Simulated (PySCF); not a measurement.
## Electron correlation in P⁺ (phosphorus, charge +1)

[Ne] 3s2 3p2, high-spin 3P determinant. Calculation: PySCF 2.14, in x2c-TZVPPall with one added diffuse shell each of s, p, d type (6s6p4d1f, 51 functions); the spin-free X2C one-electron Hamiltonian (Gaussian nucleus). Frozen: 1s2; 12 electrons correlated.

```tsv
level	correlation energy (mhartree)
CCSD	-241.11
(T)	-3.91
CCSD(T)	-245.02
```

Diagnostics: T1 = 0.0066, D1 = 0.0268, largest double amplitude 0.096.

Cost of the coupled-cluster step: roughly 12 core-seconds, for 12 correlated electrons.

Iterations:

```
CC2 = 0
CCSD nocc = (np.int64(7), np.int64(5)), nmo = (50, 50)
frozen orbitals [[0], [0]]
max_cycle = 100
direct = 0
conv_tol = 1e-08
conv_tol_normt = 1e-06
diis_space = 8
diis_start_cycle = 0
Init t2, MP2 energy = -0.222111006249259
Init E_corr(UCCSD) = -0.222111006262796
cycle = 1  E_corr(UCCSD) = -0.235125415873068  dE = -0.0130144096  norm(t1,t2) = 0.047321
cycle = 2  E_corr(UCCSD) = -0.23898933564658  dE = -0.00386391977  norm(t1,t2) = 0.0182629
cycle = 3  E_corr(UCCSD) = -0.241109081261372  dE = -0.00211974561  norm(t1,t2) = 0.00848173
cycle = 4  E_corr(UCCSD) = -0.241105369163086  dE = 3.71209829e-06  norm(t1,t2) = 0.00150067
cycle = 5  E_corr(UCCSD) = -0.241100200915983  dE = 5.1682471e-06  norm(t1,t2) = 0.000229631
cycle = 6  E_corr(UCCSD) = -0.241106068059045  dE = -5.86714306e-06  norm(t1,t2) = 6.76627e-05
cycle = 7  E_corr(UCCSD) = -0.241105171287185  dE = 8.9677186e-07  norm(t1,t2) = 1.52943e-05
cycle = 8  E_corr(UCCSD) = -0.241105248394664  dE = -7.71074799e-08  norm(t1,t2) = 2.18828e-06
cycle = 9  E_corr(UCCSD) = -0.241105238284903  dE = 1.01097619e-08  norm(t1,t2) = 4.95653e-07
cycle = 10  E_corr(UCCSD) = -0.24110523563707  dE = 2.64783301e-09  norm(t1,t2) = 1.20322e-07
UCCSD converged
E(UCCSD) = -341.4037690337841  E_corr = -0.2411052356370696
UCCSD(T) correction = -0.0039090959815974
```

This basis was not built for core-valence correlation, so the inner-shell part is incomplete.
